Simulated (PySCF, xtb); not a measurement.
C₃H₁₂OSi₂, SMILES C[Si](C)(C)O[SiH3].

GFN2-xTB run with xtb at its own geometry gives an orbital gap of 5.67 eV and a dipole moment of 0.64 D.

Geometry optimised at r2SCAN-D4/def2-SVP. One conformer was computed; it need not be the lowest.

Question: What does r2SCAN/def2-TZVP (PySCF) give? (An estimate is asked for; the answer gives what the named calculation found.)

Answer: gap 6.96 eV (levels -7.05 and -0.09 eV), dipole 1.12 D.
